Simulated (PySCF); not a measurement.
# Electronic structure of Xe²⁺ (xenon, charge +2) at the r2SCAN level

Configuration: [Kr] 4d10 5s1 5p5, high-spin 3P determinant (an excited configuration). All numbers are calculated (PySCF 2.14, a scalar-relativistic core potential, in aug-cc-pwCVTZ-PP with ECP28MDF (8s7p6d4f1g, 96 functions)).

| Quantity | Value |
| --- | --- |
| Total energy | -327.7806 hartree |
| One-electron energy | -550.7748 hartree |
| Hartree (Coulomb) energy | 246.1529 hartree |
| Exchange-correlation energy | -23.1588 hartree |
| ⟨S²⟩ | 2.0066 |
| ⟨L²⟩ | 2.027 |
| Sum of ⟨r⟩ | 27.06 bohr |
| Sum of ⟨r²⟩ | 41.75 bohr² |
| Traceless quadrupole moment −½Σ⟨3z² − r²⟩ along its main axis | 1.73 e·bohr² |

| shell | electrons | mean orbital energy (eV) | spread (eV) | rms radius, mean of both spins (bohr) |
| --- | --- | --- | --- | --- |
| 4s α | 1 | -224.31 | 0 | 0.767 |
| 4s β | 1 | -223.96 | 0 | 0.767 |
| 4p α | 3 | -167.23 | 0.671 | 0.821 |
| 4p β | 3 | -166.90 | 0.463 | 0.821 |
| 4d α | 5 | -82.890 | 0.738 | 0.935 |
| 4d β | 5 | -82.382 | 0.423 | 0.935 |
| 5s α | 1 | -41.950 | 0 | 1.88 |
| 5p α | 3 | -28.536 | 1.530 | 2.20 |
| 5p β | 2 | -26.498 | 0 | 2.20 |

Energies and moments cover only the electrons outside the core potential.
